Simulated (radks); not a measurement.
The selenium ion Se2+, configuration [Ar] 3d10 4s2 4p1 7d1 (not the ground configuration).

Calculated with a radial shooting solver on a logarithmic mesh with Libxc functionals: scalar-relativistic Kohn-Sham, PBEsol, spin-unpolarised, spherical densities, finite nucleus; Fermi nuclear charge, rms radius 4.14 fm.

Energy parts (eV):
total: -66018.653
kinetic: 67363.285
electron-nucleus: -158162.471
Hartree: 27097.418
exchange-correlation: -2316.885

Orbitals (lengths in bohr, moments of r in powers of bohr; r(max) is where P^2 peaks):
orbital,occ.,eigenvalue (eV),<r^4>,<r>,r(max)
1s,2,-12530.10,0.00001766,0.04411,0.02881
2s,2,-1640.367,0.003554,0.1961,0.1646
2p,6,-1447.431,0.002584,0.1712,0.1317
3s,2,-247.2254,0.2299,0.5742,0.5024
3p,6,-186.8779,0.2830,0.5893,0.5004
3d,10,-87.1278,0.5272,0.6266,0.4519
4s,2,-47.1059,14.02,1.640,1.448
4p,1,-34.2137,25.26,1.882,1.640
7d,1,-3.2510,99550,15.71,17.44

The highest occupied level is 7d at -3.251 eV. Summed over all electrons, <r^2> = 294.8 bohr^2, which gives a Langevin (diamagnetic) susceptibility term of -233 x 10^-6 cm^3/mol. The density falls to 0.001 e/bohr^3 at r = 3.29 bohr. The electron density at the nucleus is 4.022e+04 e/bohr^3 (large components only).
